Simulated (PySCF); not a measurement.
Structure elucidation problem

The spectra below were simulated for a compound C6H11NOSi.

$^{1}$H NMR (400 MHz, computed): δ 4.76 (m, 1H), 4.69 (m, 1H), 4.67 (m, 1H), 3.45 (m, 1H), 2.23 (m, 1H), 1.86 (m, 1H), 1.54 (m, 1H), 1.06 (d, 3H), 0.71 (br s, 1H).

$^{13}$C{$^{1}$H} NMR (computed): δ 127.7 (C), 72.9 (CH), 38.5 (CH), 26.5 (CH), 25.3 (CH3), 12.6 (CH2).

- shieldings: GIAO PBE0/pcSseg-1
- coordinates at the GFN2-xTB level
- program: PySCF 2.14
- averaged over atoms made equivalent by symmetry, fast rotation or ring inversion, gas phase, relativity neglected, a single conformation

Scale: TMS for $^{1}$H (σref 31.72) and $^{13}$C (σref 186.93) (reference shieldings calculated alike).

Question: Choose the structure that fits.
A. CC/C=C/CO[SiH2]C#N
B. CCO[Si@H]1C[C@H](C#N)C1
C. C[SiH2]c1ccc(CN)o1
D. C[C@@H]([SiH3])[C@@](C)(C#N)C=O
E. C[C@@H](O)[C@H]1[SiH2]C[C@H]1C#N

Answer: E. 

- The formula gives 3 degrees of unsaturation (1 ring in the answer).
- 6 carbon signals for 6 carbons: no two carbons are equivalent.
- Carbon types of the structure: 1 × C, 3 × CH, 1 × CH2, 1 × CH3, leaving 3 H on heteroatoms.
- δC 127.7: nitrile carbon; C≡N carbons fall here, among the sp2 signals but without a proton.
- δC 72.9: sp3 CH bonded to O; pulled downfield by the heteroatom.
- δC 25.3: methyl carbon; saturated and bonded to C and H only.
- δH 4.67: hydrogen on an sp3 CH bonded to O; its carbon carries O, an electronegative neighbour.
- δH 0.71: hydrogen on an alcohol oxygen; exchangeable; this is the value without hydrogen bonding to other molecules.

The others: C[SiH2]c1ccc(CN)o1 would give 5 signals for carbon-bound and other non-exchanging H, not 8; CCO[Si@H]1C[C@H](C#N)C1 would give 5 carbon signals, not 6; C[C@@H]([SiH3])[C@@](C)(C#N)C=O would give 5 signals for carbon-bound and other non-exchanging H, not 8; CC/C=C/CO[SiH2]C#N would give 6 signals for carbon-bound and other non-exchanging H, not 8.

The OH or NH signal is concentration- and solvent-dependent in practice; the value given is the gas-phase one. Shifts are as computed. Against solution values, carbons near 30 ppm lie about +3 ppm off and those near 130 ppm about +5 ppm. Of 1309 compounds with measured shifts, 239 miss one by over three times the rms of a fit or turn the order of signals round; such compounds aren't used in these exercises. Multiplicities follow the n + 1 count of equivalent neighbours, as no J values were calculated; m marks all less simple cases, F and P coupling included.
